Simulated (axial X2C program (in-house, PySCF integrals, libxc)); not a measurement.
Which molecule has these constants?

Computed with an axial X2C code built on PySCF integrals, spin-free (one-electron X2C) or two-component (2c: spin–orbit coupling with atomic mean-field Coulomb and Gaunt terms, which also bring small scalar terms), in Dyall basis sets with cores contracted in-house; open shells are unrestricted.

A two-component PBE0 calculation in a Dyall 3-zeta basis gave Re = 3.188 Å, ωe = 133.7 cm⁻¹, De = 0.70 eV, Ω = 5/2.

**Question.** Which molecule is it?
A. LiRe⁺
B. NaRe⁺
C. ReH⁺

**Answer.** B. The others have ReH⁺ 1.642 Å and 2083.9 cm⁻¹ (Ω = 5/2); LiRe⁺ 2.834 Å and 275.9 cm⁻¹ (Ω = 5/2).

Each entry is the lowest single determinant of a limited PBE0 search at one distance. De goes to single-determinant-based atoms at the same level (for ions the charge split of lowest energy) and is withheld (n/a) where an atom does not fit its ground term or J level. Main or longest-lived isotopes. One determinant is a doubtful description, or other states lie close, for NaRe⁺, ReH⁺, LiRe⁺; these need not be ground states, and all values refer to the states named. With several unpaired electrons the Ω given is that of one determinant, not necessarily of the lowest component.
